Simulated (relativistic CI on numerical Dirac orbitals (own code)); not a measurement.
## Electric-dipole lines of Ir15+

Calculated at this level of theory: Dirac-Coulomb-Breit CI, orbitals from a KLI potential per configuration, model QED, unscaled Slater integrals (own radial code, finite nucleus).

CI space (outside the closed core [Kr] 4d10): 4f¹⁴5s², 4f¹⁴5s5p, 4f¹³5s²5p, 4f¹⁴5s5d, 4f¹³5s²5d, 4f¹⁴5s5f, 4f¹⁴5p5d, 4f¹⁴5s5g, 4f¹⁴5p², 4f¹³5p³, 4f¹³5p²5d, 4f¹⁴5d², 4f¹³5p5d², 4f¹³5d³. Double excitations out of closed p, d and f shells are left out; levels of such configurations are missing from the list, as are those of other unlisted configurations, and high levels can miss mixing partners.

```tsv
λ vac (Å)	Lower	Upper	A (s⁻¹)	gf	Branching (%)
108.42	4f¹⁴5s² ¹S0 [1]	4f¹³5s²5d ¹P°1 [40]	2.27e+11	1.20e+00	60.3
148.97	4f¹³5s²5p ³G3 [4]	4f¹³5s²5d ¹F°3 [35]	7.04e+10	1.64e+00	40.0
149.81	4f¹³5s²5p ³D3 [2]	4f¹³5s²5d ³G°4 [24]	6.67e+10	2.02e+00	34.6
150.59	4f¹³5s²5p ³D3 [2]	4f¹³5s²5d ³D°3 [23]	1.34e+11	3.19e+00	69.3
150.66	4f¹³5s²5p ³G4 [3]	4f¹³5s²5d ³G°4 [24]	9.57e+10	2.93e+00	49.6
150.73	4f¹³5s²5p ³F2 [5]	4f¹³5s²5d ¹F°3 [35]	5.17e+10	1.23e+00	29.4
151.45	4f¹³5s²5p ³G4 [3]	4f¹³5s²5d ³D°3 [23]	4.03e+10	9.70e-01	20.8
152.46	4f¹⁴5s5p ³P°0 [6]	4f¹⁴5s5d ³D1 [39]	1.12e+11	1.17e+00	60.2
152.64	4f¹³5s²5p ³G3 [4]	4f¹³5s²5d ³H°4 [26]	1.61e+11	5.05e+00	85.4
152.94	4f¹³5s²5p ³F2 [5]	4f¹³5s²5d ¹D°2 [30]	1.13e+11	1.98e+00	63.4
153.11	4f¹³5s²5p ³G4 [3]	4f¹³5s²5d ³H°5 [22]	1.74e+11	6.71e+00	91.6
153.65	4f¹³5p³ ³F3 [49]	4f¹³5p²5d ³G°4 [198]	1.27e+11	4.04e+00	n/a
154.15	4f¹³5p³ ³G5 [47]	4f¹³5p²5d ³H°6 [184]	9.57e+10	4.43e+00	n/a
154.35	4f¹³5s²5p ³D3 [2]	4f¹³5s²5d ³P°2 [21]	1.68e+11	3.00e+00	91.0
155.29	4f¹⁴5s5p ³P°1 [7]	4f¹⁴5s5d ³D2 [43]	1.24e+11	2.25e+00	74.6
155.91	4f¹³5s²5p ³F2 [5]	4f¹³5s²5d ³P°1 [25]	9.03e+10	9.87e-01	59.0
156.67	4f¹⁴5p² ³P0 [18]	4f¹⁴5p5d ³D°1 [81]	1.93e+11	2.13e+00	83.4
158.19	4f¹⁴5p² ¹D2 [20]	4f¹⁴5p5d ³D°3 [93]	1.57e+11	4.13e+00	80.0
174.16	4f¹⁴5s5d ³D1 [39]	4f¹⁴5s5f ³F°2 [104]	1.99e+11	4.53e+00	85.4
176.13	4f¹⁴5s5d ³D2 [43]	4f¹⁴5s5f ³F°3 [106]	2.09e+11	6.79e+00	87.2
180.11	4f¹⁴5s5d ³D3 [44]	4f¹⁴5s5f ³F°4 [108]	2.42e+11	1.06e+01	99.9
183.96	4f¹³5s²5p ³G5 [8]	4f¹³5s²5d ³G°5 [34]	4.01e+10	2.24e+00	32.0
185.25	4f¹³5s²5p ³G4 [13]	4f¹³5s²5d ³G°4 [42]	3.69e+10	1.71e+00	29.3
186.28	4f¹⁴5s5d ¹D2 [46]	4f¹⁴5s5f ¹F°3 [117]	2.63e+11	9.59e+00	85.6
186.68	4f¹⁴5p² ³P2 [29]	4f¹⁴5p5d ³D°3 [97]	1.35e+11	4.92e+00	73.8
187.09	4f¹³5s²5p ³D1 [11]	4f¹³5s²5d ³D°1 [36]	7.94e+10	1.25e+00	41.3
188.17	4f¹³5s²5p ¹F3 [10]	4f¹³5s²5d ³F°4 [32]	6.17e+10	2.95e+00	48.6
188.69	4f¹³5s²5p ¹F3 [10]	4f¹³5s²5d ³D°3 [31]	5.62e+10	2.10e+00	38.8
188.75	4f¹³5s²5p ³F2 [14]	4f¹³5s²5d ³F°3 [41]	6.25e+10	2.34e+00	50.2
189.08	4f¹³5s²5p ³G5 [8]	4f¹³5s²5d ³H°6 [27]	1.23e+11	8.59e+00	100.0
189.12	4f¹³5s²5p ³D2 [9]	4f¹³5s²5d ³D°2 [28]	6.84e+10	1.83e+00	50.5
189.19	4f¹⁴5s5p ³P°2 [16]	4f¹⁴5s5d ³D3 [44]	1.19e+11	4.47e+00	100.0
189.22	4f¹³5s²5p ³G4 [13]	4f¹³5s²5d ³H°5 [37]	1.21e+11	7.12e+00	97.6
189.41	4f¹³5s²5p ³F3 [15]	4f¹³5s²5d ³G°4 [42]	8.61e+10	4.17e+00	68.4
190.01	4f¹³5s²5p ³F4 [12]	4f¹³5s²5d ³G°5 [34]	8.34e+10	4.97e+00	66.5
190.10	4f¹³5s²5p ³F3 [15]	4f¹³5s²5d ³F°3 [41]	5.29e+10	2.00e+00	42.5
190.64	4f¹³5s²5p ³F4 [12]	4f¹³5s²5d ³F°4 [32]	5.21e+10	2.56e+00	41.0
190.85	4f¹³5s²5p ³F2 [14]	4f¹³5s²5d ³D°2 [38]	6.84e+10	1.87e+00	54.8
192.56	4f¹⁴5s5p ¹P°1 [17]	4f¹⁴5s5d ¹D2 [46]	1.69e+11	4.69e+00	89.0
193.69	4f¹⁴5p² ³P2 [29]	4f¹⁴5p5d ³P°2 [96]	8.44e+10	2.37e+00	48.1
196.10	4f¹⁴5p² ³P1 [19]	4f¹⁴5p5d ³P°2 [82]	8.09e+10	2.33e+00	69.0
199.55	4f¹⁴5p² ¹D2 [20]	4f¹⁴5p5d ³F°3 [80]	4.35e+10	1.82e+00	76.5
207.18	4f¹⁴5s² ¹S0 [1]	4f¹⁴5s5p ¹P°1 [17]	9.19e+10	1.77e+00	100.0
210.97	4f¹⁴5s5p ³P°2 [16]	4f¹⁴5p² ³P2 [29]	4.38e+10	1.46e+00	50.2
213.88	4f¹⁴5s5p ³P°1 [7]	4f¹⁴5p² ¹D2 [20]	2.66e+10	9.11e-01	66.0
```

Terms are leading LS components. Brackets give the number of a level in order of energy, since labels repeat. The list gives strong lines, with weight on those to low levels, without lines whose two gauges differ by over a factor of 2.5, among the lowest 200 of 1071 levels, so that lines to higher ones, which can be the strongest, are missing. Levels whose partners in the same complex of configurations lie outside the list can be far off, and so can their lines. Rates are taken at the computed energies, electric ones in the length gauge.

At this charge transitions that keep the count of f electrons are usually good to a few per cent. Levels and lines within the n = 5 or 6 shells can be off by up to 10 % or somewhat more, and those that change n by about 2 %, since core polarisation is missing. Levels that differ in their count of f electrons can be misplaced by several ten thousand cm⁻¹, since the correlation energy of f electrons is missing or only estimated; rates across such gaps can be off by orders of magnitude.

LS names give the leading component of a level, which can be under half, so a name can repeat, a term be missing and a line seem to break the LS rules.
